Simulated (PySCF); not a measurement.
C7H14O, triplet, geometry from GFN2-xTB (a higher spin typed on purpose: for a closed-shell molecule this is an excited state). Base run: M062X/def2-SV(P) run with PySCF.

PySCF was given this input:
```python
from pyscf import gto, scf, dft

mol = gto.Mole()
mol.atom = '''
    C     3.941421   -0.385605   -0.422109
    C     2.555809   -0.779451    0.074986
    C     1.492483    0.217843   -0.380271
    C     0.100154   -0.178659    0.118749
    C    -0.947774    0.824910   -0.352555
    C    -2.366119    0.552362    0.203885
    C    -3.000399   -0.679018   -0.436045
    O    -2.546241    0.774228    1.456154
    H     4.683769   -1.107387   -0.089838
    H     4.220097    0.594018   -0.040376
    H     3.961650   -0.347772   -1.509135
    H     2.304056   -1.773757   -0.300543
    H     2.560563   -0.828143    1.165798
    H     1.744025    1.211255   -0.002982
    H     1.486008    0.267430   -1.471780
    H     0.099910   -0.211729    1.209405
    H    -0.142672   -1.175067   -0.254837
    H    -0.684357    1.824954   -0.002909
    H    -1.022504    0.825382   -1.440825
    H    -2.543235   -1.606264   -0.075166
    H    -4.052534   -0.681315   -0.160069
    H    -2.898292   -0.619719   -1.515815
'''
mol.basis = 'def2-sv(p)'
mol.charge = 0
mol.spin = 2
mol.verbose = 3
mol.build()

mf = dft.UKS(mol)
mf.xc = 'm062x'
mf.kernel()
```

Each row names what was changed in the base input (with any setting that the change needs).

| change | ΔE vs base (mEh) | fitting functions | dipole (D) |
|---|---|---|---|
| base | 0.000 | - | 1.92 |
| auxbasis = default (with mf = mf.density_fit()) | 0.020 | 854 | 1.92 |
| auxbasis = def2-tzvp-ri | -0.218 | 818 | 1.92 |
| auxbasis = even-tempered beta=3.0 | -1.351 | 701 | 1.93 |
| auxbasis = def2-svp-ri | -10.955 | 580 | 1.93 |
| auxbasis = cc-pvqz-jkfit | -0.034 | 1562 | 1.92 |
| auxbasis = def2-universal-jfit | 2.030 | 546 | 1.93 |
| auxbasis = even-tempered beta=1.6 | 0.081 | 1564 | 1.93 |
| auxbasis = cc-pvtz-ri | -0.362 | 1068 | 1.92 |
| auxbasis = even-tempered beta=2.0 | -0.045 | 1066 | 1.93 |

A fitting set is made for a task (jfit for Coulomb, jkfit for Coulomb and exchange, ri for correlation) and for a family of orbital bases.

Open shells are given as the SCF converged; they aren't shown to be the lowest states, and a large step between rows can be another state.
